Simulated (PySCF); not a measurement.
C3H4BrF. Atoms are numbered in the order given.

```xyz
9

F     -1.5258     1.0419     0.0000
C     -0.2059     0.7464     0.0000
Br     0.0845    -1.1677     0.0000
C      0.7036     1.6381     0.7653
C      0.7036     1.6381    -0.7653
H      1.5557     1.1958     1.2859
H      0.2281     2.4824     1.2725
H      1.5557     1.1958    -1.2859
H      0.2281     2.4824    -1.2725
```
Charge 0, spin multiplicity 1.

Geometry optimised at B3LYP-D3(BJ)/def2-SVP.

These are PBE/pcSseg-1 in PySCF values and carry that method's errors.

GIAO shieldings, no solvent; atoms listed in one row are averaged. δ = σ(ref) − σ: ¹⁹F against CFCl3 (σ = 133.6 ppm); ¹³C against TMS (σ = 182.0 ppm); ¹H against TMS (σ = 31.49 ppm), references at their B3LYP-D3(BJ)/def2-TZVP geometries, non-relativistic (without spin–orbit terms, shifts of atoms bonded to Cl or Br come out too high).

Computed chemical shifts:
```tsv
nucleus	atoms	count	δ (ppm)
¹⁹F	F1	1	-165.7
¹³C	C2	1	110.6
¹³C	C4, C5	2	23.3
¹H	H7, H9	2	1.74
¹H	H6, H8	2	1.53
```
